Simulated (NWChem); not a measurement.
Molecule: BH$_{2}$OF; SMILES OBF

```xyz
5

B     -0.4324    -0.0285     0.0000
H     -1.6513    -0.0366     0.0000
F      0.2230    -1.1901     0.0000
O      0.3139     1.1028     0.0000
H     -0.2390     1.9032     0.0000
```
Atoms are numbered in this order, from 1.

Structure relaxed at the PBE-D3(BJ)/def2-SVP level.

 Unshifted, non-relativistic core excitations; the lowest 4 roots alone, so stronger bands may lie above.

Q: List the first O K-edge excitations from PBE0/def2-TZVP, restricted-window TDA (NWChem).

A: 
| state | energy (eV) | dipole oscillator strength | leading excitation (squared amplitude) |
|---|---|---|---|
| S1 | 521.4 | 0.0183 | 1s of atom 4 or its equivalents → LUMO (0.98) |
| S2 | 522.1 | 0.0157 | 1s of atom 4 or its equivalents → LUMO+1 (0.96) |
| S3 | 524.2 | 0.0060 | 1s of atom 4 or its equivalents → LUMO+2 (0.89) |
| S4 | 525.0 | 0.0013 | 1s of atom 4 or its equivalents → LUMO+3 (0.92) |
